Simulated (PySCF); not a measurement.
**`C[C@@H]1[C@H](F)[C@H]1[Si@@H](C)Cl`, C$_{5}$H$_{10}$ClFSi**

Geometry:
```json
{"atom": "C1", "x (Å)": "2.746", "y (Å)": "-0.200", "z (Å)": "0.089"}
{"atom": "C2", "x (Å)": "1.415", "y (Å)": "-0.020", "z (Å)": "-0.595"}
{"atom": "C3", "x (Å)": "0.629", "y (Å)": "1.233", "z (Å)": "-0.404"}
{"atom": "F4", "x (Å)": "1.122", "y (Å)": "2.198", "z (Å)": "0.425"}
{"atom": "C5", "x (Å)": "0.142", "y (Å)": "-0.041", "z (Å)": "0.223"}
{"atom": "Si6", "x (Å)": "-1.435", "y (Å)": "-0.886", "z (Å)": "-0.374"}
{"atom": "C7", "x (Å)": "-2.956", "y (Å)": "-0.051", "z (Å)": "0.394"}
{"atom": "Cl8", "x (Å)": "-1.514", "y (Å)": "-0.697", "z (Å)": "-2.392"}
{"atom": "H9", "x (Å)": "2.758", "y (Å)": "0.322", "z (Å)": "1.042"}
{"atom": "H10", "x (Å)": "2.940", "y (Å)": "-1.257", "z (Å)": "0.265"}
{"atom": "H11", "x (Å)": "3.547", "y (Å)": "0.199", "z (Å)": "-0.531"}
{"atom": "H12", "x (Å)": "1.364", "y (Å)": "-0.456", "z (Å)": "-1.586"}
{"atom": "H13", "x (Å)": "0.101", "y (Å)": "1.694", "z (Å)": "-1.230"}
{"atom": "H14", "x (Å)": "0.316", "y (Å)": "-0.079", "z (Å)": "1.292"}
{"atom": "H15", "x (Å)": "-1.367", "y (Å)": "-2.317", "z (Å)": "-0.066"}
{"atom": "H16", "x (Å)": "-2.946", "y (Å)": "-0.140", "z (Å)": "1.476"}
{"atom": "H17", "x (Å)": "-2.993", "y (Å)": "1.008", "z (Å)": "0.152"}
{"atom": "H18", "x (Å)": "-3.876", "y (Å)": "-0.502", "z (Å)": "0.035"}
```

Level of theory: TDDFT CAM-B3LYP/def2-SVPD circular dichroism and optical rotation, one conformer, gas phase in PySCF 2.14.0. Geometry: GFN2-xTB.

The molecule is flexible and this is one conformer; a measurement averages over conformers.

Problem. What are the CIP labels of the stereocentres?

Solution. C2 R, C3 S, C5 S, Si6 R.

Problem. Which excitations and rotatory strengths does the calculation give?

Solution. Rotatory strengths R in 10⁻⁴⁰ esu² cm², velocity form and length form (origin at the centre of mass); f in length form.
```
state  E (eV)  λ (nm)      f  R (velocity)  R (length)                                    main
    1    7.54     164  0.004          +0.9        +0.9        HOMO→LUMO 0.48, HOMO→LUMO+1 0.35
    2    7.81     159  0.005         +34.3       +33.7    HOMO−1→LUMO+1 0.23, HOMO−1→LUMO 0.19
    3    7.84     158  0.005         -36.1       -35.2    HOMO→LUMO+2 0.25, HOMO−1→LUMO+1 0.20
    4    8.01     155  0.013         +18.1       +18.2        HOMO→LUMO 0.33, HOMO→LUMO+1 0.30
    5    8.10     153  0.003          +8.2        +7.4      HOMO→LUMO+3 0.24, HOMO→LUMO+2 0.15
    6    8.18     152  0.005         +19.7       +20.0    HOMO−1→LUMO+2 0.25, HOMO−1→LUMO 0.17
    7    8.24     151  0.089         -88.9       -85.6    HOMO−1→LUMO+1 0.39, HOMO−1→LUMO 0.20
    8    8.42     147  0.011          -0.2        +0.4  HOMO−1→LUMO+2 0.30, HOMO−2→LUMO+1 0.20
    9    8.58     144  0.047         +22.5       +21.7    HOMO→LUMO+4 0.19, HOMO−1→LUMO+3 0.13
   10    8.62     144  0.042         -15.0       -14.0  HOMO−1→LUMO+3 0.17, HOMO−1→LUMO+4 0.15
   11    8.66     143  0.053         +27.1       +26.4      HOMO−3→LUMO 0.38, HOMO→LUMO+4 0.29
   12    8.82     141  0.004          -3.3        -1.7  HOMO−2→LUMO+1 0.16, HOMO−1→LUMO+4 0.15
   13    8.87     140  0.016          +1.7         0.0      HOMO→LUMO+5 0.21, HOMO→LUMO+6 0.21
   14    8.95     139  0.010         -35.3       -35.6  HOMO−2→LUMO+2 0.33, HOMO−1→LUMO+5 0.09
   15    9.06     137  0.042         +14.2       +14.2      HOMO→LUMO+5 0.27, HOMO→LUMO+6 0.19
   16    9.14     136  0.023         +34.6       +32.6  HOMO−3→LUMO+1 0.20, HOMO−2→LUMO+1 0.11
```

For state 8 the two forms differ in sign, so the sign of R isn't settled.

Among the states computed, the strongest CD band (largest |R|) is state 7. The largest dissymmetry factor in size, g = 4R/(D+G), with D and G the electric and magnetic dipole strengths, is -0.084 for state 3 (velocity form, f = 0.005), among bands with |R| over 0.5. The mirror image has the same energies and oscillator strengths and all R with the opposite sign.
